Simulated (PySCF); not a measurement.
C3H8BNO, SMILES O(B(C=C)N)C.

Coordinates come from a PBE0-D3(BJ)/def2-SVP optimisation. Other conformers were not sampled.

Computed with PBE/def2-TZVP (PySCF).

Task: Estimate the frontier levels, gap, dipole moment and polarisability. (Estimate from the structure and the level; the computed values follow.)

Result: 
```json
{
  "highest_occupied_level": "-6.18 eV",
  "lowest_empty_level": "-1.25 eV",
  "orbital_gap": "4.92 eV",
  "dipole_moment": "2.20 D",
  "quadrupole, principal values (traceless, Buckingham form, about the centre of nuclear charge)": "-7.67, 3.49, 4.18 D·Å",
  "mean_static_polarisability": "65.3 bohr³ (9.68 Å³)",
  "polarisability_principal_values": "45.7, 67.3, 83.1 bohr³"
}
```
